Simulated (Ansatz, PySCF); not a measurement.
Molecule: CH2NO (charge +1, singlet). It need not be the lowest isomer of its formula. 
Structure (B3LYP-D3(BJ)/def2-TZVP (Ansatz, a quantum-chemistry and plane-wave program) minimum search):
```
C
N 1 1.1405
O 1 1.2401 2 174.27
H 3 0.9817 1 117.72 2 -180.00
H 2 1.0092 4 165.89 3 180.00
```
Charge +1, spin multiplicity 1.

Total electronic energies in hartree. Cores are frozen in the correlated levels unless marked. No spin-orbit coupling. Non-relativistic. FCI takes restricted orbitals. CBS marks a two-point X^-3 extrapolation of the correlation energy; Hartree-Fock from the larger set. The bracket is a focal-point correction in the basis named.

```csv
level,program,energy (Eh)
HF/cc-pVQZ,Ansatz,-168.10966
HF-D3(BJ)/def2-TZVPD,PySCF + dftd3,-168.12223
SVWN5/def2-TZVPD,Ansatz,?
BLYP/def2-TZVPD,Ansatz,-168.98776
TPSS-D3(BJ)/def2-TZVPD,PySCF + dftd3,-169.04011
B3LYP/def2-TZVPD,Ansatz,-169.01587
PBE0-D3(BJ)/def2-TZVP,Ansatz + dftd3,-168.82717
TPSSh-D3(BJ)/def2-TZVPD,PySCF + dftd3,-169.01784
TPSSh-D4/def2-TZVPD,PySCF + dftd4,-169.01741
r2SCAN0/def2-TZVPD,Ansatz,-168.89662
M06-2X/def2-TZVPD,PySCF,-168.94686
LC-wPBE-D4/def2-TZVPD,Ansatz + dftd4,-168.90489
wB97M-V/def2-TZVPD,Ansatz,?
B2PLYP/def2-TZVPD,Ansatz,-168.89544
RPA@PBE/cc-pVTZ,Ansatz,-168.93491
MP2/cc-pwCVTZ,Ansatz,-168.67743
RI-MP2/cc-pVQZ,Ansatz,-168.71749
SCS-MP2/cc-pwCVTZ,Ansatz,-168.66535
CCSD(T)/cc-pVDZ,PySCF,-168.53168
FCI/STO-3G,Ansatz,-166.05676
"RI-MP2/CBS(aug-cc-pVTZ,aug-cc-pVQZ)+[CCSD(T)-MP2]/aug-cc-pVDZ",Ansatz,-168.7764
"RI-MP2/CBS(cc-pVTZ,cc-pVQZ)+[CCSD(T)-MP2]/cc-pVDZ",Ansatz,-168.7737
"CCSD(T)/CBS(cc-pVTZ,cc-pVQZ)",Ansatz,-168.7714
```

### Question
Complete the blanks.

### Answer

- SVWN5/def2-TZVPD, energy (Eh): -167.69054
- wB97M-V/def2-TZVPD, energy (Eh): -168.96314
